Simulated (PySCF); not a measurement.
Isomers of C6H13NSi, from PBE0-D3(BJ)/def2-SVP geometry optimisation, gas phase (PySCF 2.14.0). One conformer each, no zero-point energy, no frequencies.

Question: Which isomer lies lower at this level?
A. `[CH2:1]=[C:2]([CH3:3])[C@H:4]1[CH2:5][NH:6][SiH2:7][CH2:8]1` with C1–C2–C4–C5 -22°, C2–C4–C5–N6 82°, C4–C5–N6–Si7 24°, C5–N6–Si7–C8 -1°, N6–Si7–C8–C4 -21°: A = 2808, B = 1276, C = 1182 MHz, dipole 0.98 D
B. `[CH2:1]=[CH:2][CH2:3][N:4]1[CH2:5][CH2:6][CH2:7][SiH2:8]1` with C1–C2–C3–N4 -124°, C2–C3–N4–C5 68°, C3–N4–C5–C6 -169°, N4–C5–C6–C7 -40°, C5–C6–C7–Si8 38°, C6–C7–Si8–N4 -22°: A = 3510, B = 1014, C = 849.6 MHz, dipole 0.71 D

Answer: A. That is `C=C(C)[C@H]1CN[SiH2]C1`, 6.9 kcal/mol below the other.

```csv
SMILES,mapped SMILES,E (Eh),relative (kcal/mol),relative (kJ/mol),dipole (D)
C=C(C)[C@H]1CN[SiH2]C1,[CH2:1]=[C:2]([CH3:3])[C@H:4]1[CH2:5][NH:6][SiH2:7][CH2:8]1,-579.95320,0.0,0.0,0.98
C=CCN1CCC[SiH2]1,[CH2:1]=[CH:2][CH2:3][N:4]1[CH2:5][CH2:6][CH2:7][SiH2:8]1,-579.94217,6.9,28.9,0.71
```

As drawn, the lower has an N–H bond, which the higher lacks.
